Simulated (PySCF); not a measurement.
In(Cl)2(iPr), C3H7Cl2In, SMILES C[CH](C)[In]([Cl])[Cl] (B3LYP/def2-SVP optimised geometry):

```
13

In     0.434    -0.862     0.000
Cl     2.810    -0.862     0.000
Cl    -0.444    -3.070     0.054
C     -0.813     0.961     0.000
C     -2.161     0.699    -0.671
C     -0.051     2.149    -0.587
H     -0.963     1.117     1.082
H     -2.810     1.589    -0.571
H     -2.054     0.499    -1.750
H     -2.697    -0.153    -0.224
H      0.910     2.327    -0.081
H     -0.655     3.070    -0.487
H      0.157     2.016    -1.662
```

Level of theory: B3LYP/def2-TZVP, def2 effective core potentials past Kr (PySCF).

Question: What are the frontier orbital energies and the dipole moment?

Answer: HOMO-2 -8.40 eV, HOMO-1 -8.26 eV, HOMO -7.67 eV, LUMO -2.21 eV, LUMO+1 -1.85 eV; dipole moment 4.67 D.

On the same geometry PySCF with PBE/def2-TZVP, def2 effective core potentials past Kr gives HOMO-2 -7.30 eV, HOMO-1 -7.15 eV, HOMO -6.75 eV, LUMO -2.76 eV, LUMO+1 -2.28 eV; dipole moment 4.61 D.
